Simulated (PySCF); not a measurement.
# How methods differ on the ionisation energy of Sr³³⁺

Sr³³⁺ [He] 2s2 2p1 (2P) → Sr³⁴⁺ [He] 2s2 (1S), as a difference of total energies. All numbers are calculated (PySCF 2.14, the non-relativistic Hamiltonian (point nucleus), in an even-tempered Gaussian basis (17 s from 11 bohr⁻², ratio 2.2; 10 p from 14 bohr⁻², ratio 2.2; 6 d from 55 bohr⁻², ratio 2.4; 5 f from 82 bohr⁻², ratio 2.4; 4 g from 120 bohr⁻², ratio 2.4)). Correlated levels: nothing frozen; virtual orbitals above 40 to 60 times the deepest correlated orbital energy dropped. The calculations carry no spin-orbit coupling.

| method | ionisation energy (eV) |
| --- | --- |
| UHF | 4147.1 |
| LDA | 4143.2 |
| PBE | 4148.1 |
| PBE0 | 4148.1 |
| r2SCAN | 4149.6 |
| B2PLYP | 4148.0 |
| BP86 | 4149.1 |
| MP2 (all electrons) | 4145.8 |
| SCS-MP2 (all electrons) | 4145.3 |

A first-order spin-orbit estimate (lowest level to lowest level, LS coupling) adds 46.704 eV.

The gap to the reference is mostly relativistic.

For comparison: 4232 ± 3 eV (semi-empirical (NIST evaluation); NIST Atomic Spectra Database, ionization energies).
